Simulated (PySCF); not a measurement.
Structure problem from calculated spectra and properties.

Formula: C6H9Cl.

* Dipole: 2.41 D [PBE0/def2-SVPD]
* Rotational structure: rotational constants A, B, C: 2.919, 1.449, 1.077 GHz [GFN2-xTB]
* UV, first state: lowest singlet excitation: 5.51 eV (225 nm, f = 0.497) [TDDFT PBE0/def2-SVPD]
* Triplet: lowest triplet excitation (Tamm–Dancoff): 3.12 eV [TDA PBE0/def2-SVPD]
* 13C NMR: chemical shifts (computed TMS as zero) by class: 141.9 (1 C), 140.3 (1 C), 135.8 (1 C), 123.5 (1 C), 53.1 (1 C), 16.9 (1 C) ppm [GIAO PBE0/pcSseg-1]
* Polarisability: 91.6 au [PBE0/def2-SVPD]
* NMR, other nuclei: isotropic shieldings of nuclei other than C and H, by class: 808 (1 Cl) ppm [GIAO PBE0/pcSseg-1]
* 1H NMR: chemical shifts (computed TMS as zero) by class: 6.93 (1 H), 6.05 (1 H), 5.82 (1 H), 5.68 (1 H), 4.18 (2 H), 2.00 (3 H) ppm [GIAO PBE0/pcSseg-1]

Gas-phase values; electronic properties from PySCF, density fitting. Levels stand in brackets. NMR shifts are as computed; neighbouring signals can stand in another order in a measured spectrum. One conformer (not necessarily the lowest) at the GFN2-xTB geometry, without solvent, vibrations or thermal averaging. NMR values are class means; diastereotopic atoms form classes of their own.

Question: Propose a structure and show how it fits.

Answer: Numbering: `[CH2:1]=[CH:2]/[C:3](=[CH:4]\[CH3:5])[CH2:6][Cl:7]`. Its formula, C6H9Cl, gives 2 degrees of unsaturation: 0 rings and 2 π bonds in the structure found. 6 carbons fall into 6 classes; from least to most shielded: fully substituted alkene carbon [C3] (141.9 ppm), alkene CH carbon [C4] (140.3 ppm), alkene CH carbon [C2] (135.8 ppm), terminal =CH2 carbon [C1] (123.5 ppm), sp3 C–Cl carbon [C6] (53.1 ppm), allylic carbon [C5] (16.9 ppm). Hydrogen classes from least to most shielded: 1 H on an alkene CH carbon, C2 (6.93 ppm), 1 H on an alkene CH carbon, C4 (6.05 ppm), 1 H on a terminal =CH2 carbon, C1 (5.82 ppm), 1 H on a terminal =CH2 carbon, C1 (5.68 ppm), 2 H on an sp3 C–Cl carbon, C6 (4.18 ppm), 3 H on an allylic carbon, C5 (2.00 ppm). The other shieldings belong to: 808 ppm, alkyl chlorine [Cl7]. S1 is mainly HOMO→LUMO (weight 0.93); the largest Löwdin shares of the orbital it empties are 0.23 on an alkene CH carbon, 0.23 on the terminal =CH2 carbon, 0.19 on the fully substituted alkene carbon and 0.15 on an alkene CH carbon, of the orbital it fills 0.25 on an alkene CH carbon, 0.21 on the terminal =CH2 carbon, 0.15 on the fully substituted alkene carbon and 0.14 on an alkene CH carbon. The optimised geometry has point group C1 and is an asymmetric top. Structure: `C=C/C(=C\C)CCl`. Computed isomers that give other values at the same levels: `ClC1=CCCCC1` (13C chemical shifts (computed TMS as zero) by class: 144.9 (1 C), 132.1 (1 C), 36.8 (1 C), 30.6 (1 C), 27.6 (1 C), 25.3 (1 C) ppm); `CC1=C(C)[C@@H](Cl)C1` (13C chemical shifts (computed TMS as zero) by class: 148.6 (1 C), 147.8 (1 C), 59.6 (1 C), 46.6 (1 C), 15.8 (1 C), 12.7 (1 C) ppm); `CC1=CC[C@@H](Cl)C1` (13C chemical shifts (computed TMS as zero) by class: 145.8 (1 C), 129.2 (1 C), 63.2 (1 C), 53.6 (1 C), 50.2 (1 C), 19.3 (1 C) ppm). The assignments are read from this structure; whether some other isomer fits the data as well wasn't checked.

The values belong to the conformer `[CH2:1]=[CH:2]/[C:3](=[CH:4]\[CH3:5])[CH2:6][Cl:7]`: C1–C2–C3–C4 -174°, C2–C3–C6–Cl7 -76°.
